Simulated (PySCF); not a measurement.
LiHg⁻: from constants to spectrum

RHF-SCS-MP2 constants of LiHg⁻, ¹Σ⁺ (singlet), closed shell (PySCF, scalar-relativistic core potentials, basis sets Li def2-SVPD, Hg def2-SVPD with ECP60; masses 7.0160 and 201.9706 u):

| Property | Result |
| --- | --- |
| ωe | 39.9 cm⁻¹ |
| ωexe | 1.04 cm⁻¹ |
| Be | 0.12042 cm⁻¹ |
| αe | 0.00450 cm⁻¹ |

**Question.** What force constant and bond length do these constants imply?

**Answer.** Reduced mass μred = 6.7805 u; k = 5.8918×10⁻⁷·μred·ωe² (u, cm⁻¹, mdyn/Å) = 0.00636 mdyn/Å; Re = √(16.8576/(μred·Be)) (u, cm⁻¹, Å) = 4.544 Å.

**Question.** Estimate the centrifugal constant D from the Kratzer relation and find the Dunham coefficient a1.

**Answer.** D = 4Be³/ωe² = 4.39e-06 cm⁻¹; a1 = −1 − αeωe/(6Be²) = -3.06.

Correlated steps freeze no core orbitals. Spin–orbit coupling is left out.
